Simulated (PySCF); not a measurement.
## Correlation energy of Ru³⁺ (ruthenium, charge +3)

[Kr] 4d5, high-spin 6S determinant. All numbers are calculated (PySCF 2.14, scalar relativity through the core potential, in aug-cc-pVTZ-PP with ECP28MDF (6s6p5d3f2g, 88 functions)). Frozen: 4s2 4p6; 5 electrons correlated.

```csv
level,correlation energy (mhartree)
CCSD,-67.03
(T),-0.64
CCSD(T),-67.67
```

Diagnostics: T1 = 0.00036, D1 = 0.0005, largest double amplitude 0.023.

Problem. Is a single reference adequate?

Solution. Yes, within this model without spin-orbit coupling: T1 lies below 0.03 and no double amplitude reaches 0.07.
